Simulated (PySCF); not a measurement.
Gas-phase reaction: 2 WO₂F₂ + 4 Cl₂ = WOCl₄ + WO₃ + 4 ClF

Energies from PySCF (xtb for GFN2), thermal terms from the rigid-rotor harmonic-oscillator model, ideal gas at 1 bar. † marks an energy on the PBE0/def2-TZVP geometry and frequencies; other levels use their own. MP2 freezes the core. All species are closed-shell singlets. W: scalar-relativistic def2 core potential, no spin-orbit coupling. WO₂F₂: computed as isolated molecules; such fragments, hydroxides, amides, oligomers or adducts are transient or little studied in the gas. MP2 isn't extrapolated to the basis-set limit. Warning, point group unlike the PBE0 one: WO₂F₂ (GFN2-xTB).

```
level               ΔH°(298 K), kJ
------------------  --------------
GFN2-xTB                       [?]
HF/def2-TZVP†                  929
MP2/def2-SVP†                  807
PBE/def2-SVP                   [?]
PBE/def2-TZVP†                 806
PBE0/def2-QZVP†                [?]
r2SCAN/def2-TZVP†              830
LDA/def2-TZVP†                 [?]
ωB97X-V/def2-TZVP†             856
```

What belongs in the gaps?


- GFN2-xTB, ΔH°(298 K), kJ: 725
- PBE/def2-SVP, ΔH°(298 K), kJ: 812
- PBE0/def2-QZVP†, ΔH°(298 K), kJ: 848
- LDA/def2-TZVP†, ΔH°(298 K), kJ: 796
